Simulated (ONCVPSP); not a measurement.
What one change does to a pseudopotential (B, ONCV)

| Item | Value |
| --- | --- |
| Element | boron (B) |
| Generator | ONCVPSP 4.0.1 |
| Type | optimised norm-conserving Vanderbilt (ONCV) |
| Functional | LDA (Perdew-Zunger) |
| Relativity | scalar-relativistic |
| Frozen core | [He] |
| Valence charge | 3 |
| Reference configuration | 2s2 2p1 |
| Partial waves | 2s: rc 1.30 bohr, ncon 4, nbas 8, qcut 4.8 1/bohr, 3 projectors, debl 1.9 Ha; 2p: rc 2.10 bohr, ncon 3, nbas 6, qcut 5.5 1/bohr, 2 projectors, debl 3.7 Ha |
| Local potential | polynomial inside 1.15 bohr (lpopt 1, dvloc0 2 Ha) |
| Core correction | polynomial model core, fcfact 0.7 |

All-electron outer shells of the reference configuration (LDA (Perdew-Zunger), scalar-relativistic, ld1.x):

```tsv
shell	level (eV)	outermost node (bohr)	outermost maximum (bohr)
1s	-178.66	–	0.21
2s	-9.39	0.46	1.52
2p	-3.72	–	1.55
```

Change: p: rc 2.94.

Cutoffs: the cutoffs (Ha) at which the residual kinetic energy of the hardest occupied pseudo-wave falls to 1 and 0.1 mHa per electron; they do not see the model core or the augmentation charge, which bear on the density cutoff. Errors are all-electron minus pseudo energies relative to the spin-unpolarised reference configuration.

Q: Predict the effect on cutoff, ghosts and configuration errors.

A: The potential gets neither clearly harder nor softer (11 Ha and 49 Ha → 11 Ha and 49 Ha); both files keep a bound ghost (s); of the 4 tests that both files solve, the error grows in 4 and shrinks in 0 by more than 15 % and 0.3 meV (median size 16.0 → 49.4 meV). More of the atom is replaced by a form fitted at one configuration, so other configurations suffer.

| quantity | base | changed |
| --- | --- | --- |
| cutoff, loose | 11 Ha | 11 Ha |
| cutoff, tight | 49 Ha | 49 Ha |
| loose cutoff by channel | s 11 Ha, p 10.0 Ha | s 11 Ha, p 7.3 Ha |
| bound ghosts | s | s |
| GHOST(+) flags under 300 eV | none | none |
| error for 2s2 2p0, meV [ΔE 8.33 eV] | +25 | +67 |
| error for 2s1 2p0, meV [ΔE 33.63 eV] | +93 | +211 |
| error for 2s2 2p0.5, meV [ΔE 2.94 eV] | +3.4 | +9.5 |
| error for 2s1 2p1, meV [ΔE 14.28 eV] | -6.7 | -31 |
| s: phases at 1.32 bohr within 0.05 rad from the reference energy up to (Ha; the scan ends near 5) | to the end of the scan | to the end of the scan |
| rms error of d²Exc/dni dnj with the model core, mHa | 0.93 | 1.05 |

 A true bound ghost makes a file unfit for plane-wave use even where its test errors are small: the radial tests pick states by their node count and pass the ghost by.
